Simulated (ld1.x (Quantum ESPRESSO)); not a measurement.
phosphorus: excitation energies, all-electron against ultrasoft

| Property | Result |
| --- | --- |
| Element | phosphorus |
| Generator | ld1.x (Quantum ESPRESSO) 7.5 |
| Type | ultrasoft |
| Functional | revPBE |
| Relativity | non-relativistic |
| Frozen core | [Ne] |
| Valence charge | 5 |
| Reference configuration | 3s2 3p3 |
| Partial waves | 3s (bound): rcut 1.50, rcutus 1.65 bohr; 3s channel at 2.8 Ry: rcut 1.50, rcutus 1.65 bohr; 3p (bound): rcut 1.50, rcutus 1.60 bohr; 3p channel at 0.9 Ry: rcut 1.50, rcutus 1.60 bohr; 3d channel at 0.15 Ry: rcut 1.05, rcutus 1.40 bohr; 3d channel at 0.8 Ry: rcut 1.05, rcutus 1.40 bohr |
| Local potential | all-electron potential smoothed inside 1.45 bohr (lloc = -1) |
| Core correction | Bessel-smoothed model core, default radius (core density twice the valence density) |
| Augmentation charge | PSQ, inside the norm-conserving radii |

Energies are relative to the spin-unpolarised reference configuration 3s2 3p3; without spin polarisation the order of configurations can differ from experiment. The frozen-core shift is the all-electron ΔE with the core orbitals held at their reference shape minus the fully relaxed ΔE.

| valence configuration | charge | ΔE all-electron (eV) | error AE − PS (meV) | frozen-core shift (meV) |
| --- | --- | --- | --- | --- |
| 3s2 3p1 | +2 | 28.857 | -7.0 | +8.0 |
| 3s2 3p0 | +3 | 58.567 | -26 | +37 |
| 3s1 3p4 | 0 | 8.443 | -0.1 | +0.6 |
| 3s2 3p3.3 | -0.3 | -1.302 | 0.0 | 0.0 |
| 3s0 3p5 | 0 | 17.007 | -0.6 | +2.5 |

Task: What are ΔE and the potential's error for 3s2 3p2?

Result: ΔE = 9.720 eV all-electron; the error (AE − PS) is -0.9 meV.

Task: What are ΔE and the potential's error for 3s2 3p2.5?

Result: ΔE = 3.769 eV all-electron; the error (AE − PS) is -0.1 meV.

Levels in the configuration 3s2 3p2:

```json
{"level": "3s", "all-electron (eV)": "-23.187", "pseudo (eV)": "-23.191"}
{"level": "3p", "all-electron (eV)": "-14.207", "pseudo (eV)": "-14.209"}
```
